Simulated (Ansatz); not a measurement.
A run for Ansatz (a program for electronic structure): R-wB97X-V/def2-TZVPP on F2GaHO (SMILES [OH][Ga]([F])[F]), a point of a torsion scan.

Ansatz 0.2 input:
```yaml
crystal:
  periodic: [false, false, false]
  atoms:
    - {symbol: O, position_ang: [1.23815527, -0.33191095, -0.33451960]}
    - {symbol: Ga, position_ang: [-0.41640548, 0.14873731, -0.22891635]}
    - {symbol: F, position_ang: [-1.45866177, -0.48401174, 1.00875136]}
    - {symbol: F, position_ang: [-1.15508523, 1.14983111, -1.42929326]}
    - {symbol: H, position_ang: [1.82073251, -0.16438588, 0.40974351]}
basis:
  gaussian:
    orbitals: def2-TZVPP
hamiltonian:
  xc: {name: wB97X-V}
scf: {lower_state_search: off}
```

Program output:

```
WARN ansatz: RAYON_NUM_THREADS=1 ignored (pool sized by the plan → 1); use --threads N
Functional definition: wB97X-V
these checks for a lower state are left out or cut short: stability, starts, cluster_reference, orbital_swaps, neighbouring_geometries, increment
integrals: 0.09 GiB planned
925 factors; their error is unknown
integrals: 0.12 GiB planned
184 factors; integrals over basis functions are off by at most 5.1e-6 eV
mean field: 0.79 GiB planned
mean field evaluation 1: about -59867.0098 eV, gradient 6.9e1 eV
mean field evaluation 2: about -59864.2721 eV, gradient 8.6e1 eV
mean field evaluation 4: about -59873.9178 eV, gradient 2.0e0 eV
mean field evaluation 8: about -59874.0617 eV, gradient 6.1e-2 eV
mean field evaluation 16: about -59874.0617 eV, gradient 1.1e-5 eV
mean field -59874.06172412 eV, -2200.3311842646 hartree, gradient 1.3e-6 eV, S^2 0.000000; 0 other end points of the search recorded, 0 dependent functions left out
reference -59874.06172245 eV, -2200.3311842034 hartree; 29, 29 occupied and 126, 126 virtual orbitals, 925 factors
Total energy: -59874.06172245 eV, -2200.3311842034 hartree
Checks for a lower state left out: stability, starts, cluster_reference, orbital_swaps, neighbouring_geometries, increment
```

Self-consistency was reached.

Cost: about 5 core-seconds (a rough figure).
